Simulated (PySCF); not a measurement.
Gas-phase reaction: GeH₂ + 2 H = GeH₄

Energies from PySCF (xtb for GFN2), thermal terms from the rigid-rotor harmonic-oscillator model, ideal gas at 1 bar. † marks an energy on the PBE0/def2-TZVP geometry and frequencies; other levels use their own. MP2 and CCSD(T) freeze the core. Open shells (unrestricted): H (multiplicity 2); the rest are closed-shell singlets. GFN2 has no spin-polarisation term. Ge: all electrons, no relativistic terms. GeH₂: computed as isolated molecules; such fragments, hydroxides, amides, oligomers or adducts are transient or little studied in the gas. MP2 isn't extrapolated to the basis-set limit; its ΔH°(298 K) is -581.9 kJ in def2-SVP and -600.7 kJ in def2-TZVPP. CCSD(T) isn't extrapolated to the basis-set limit; its ΔH°(298 K) is -590.2 kJ in def2-SVP and -611.3 kJ in def2-TZVPP. The harmonic model lacks anharmonicity and excited electronic states, which grow with temperature; levels with a mode under 35 cm⁻¹ are left out.

```json
[
 {"level": "CCSD(T)/def2-TZVPP†", "ΔE electronic, kJ": "-649", "ΔH°(298 K), kJ": "-611", "ΔS°(298 K), J/K": "-232", "ΔG°(1400 K), kJ": "-265"},
 {"level": "GFN2-xTB", "ΔE electronic, kJ": "-630", "ΔH°(298 K), kJ": "-591", "ΔS°(298 K), J/K": "-233", "ΔG°(1400 K), kJ": "-244"},
 {"level": "MP2/def2-SVP†", "ΔE electronic, kJ": "-619", "ΔH°(298 K), kJ": "-582", "ΔS°(298 K), J/K": "-232", "ΔG°(1400 K), kJ": "-236"},
 {"level": "MP2/def2-TZVPP†", "ΔE electronic, kJ": "-638", "ΔH°(298 K), kJ": "-601", "ΔS°(298 K), J/K": "-232", "ΔG°(1400 K), kJ": "-255"},
 {"level": "PBE/def2-SVP", "ΔE electronic, kJ": "-622", "ΔH°(298 K), kJ": "-586", "ΔS°(298 K), J/K": "-232", "ΔG°(1400 K), kJ": "-241"},
 {"level": "PBE/def2-TZVP†", "ΔE electronic, kJ": "-621", "ΔH°(298 K), kJ": "-583", "ΔS°(298 K), J/K": "-232", "ΔG°(1400 K), kJ": "-238"},
 {"level": "PBE0/def2-TZVP", "ΔE electronic, kJ": "-632", "ΔH°(298 K), kJ": "-595", "ΔS°(298 K), J/K": "-232", "ΔG°(1400 K), kJ": "-249"}
]
```
ΔH° is lowest at CCSD(T)/def2-TZVPP† and highest at MP2/def2-SVP†. No reference value is set beside these.
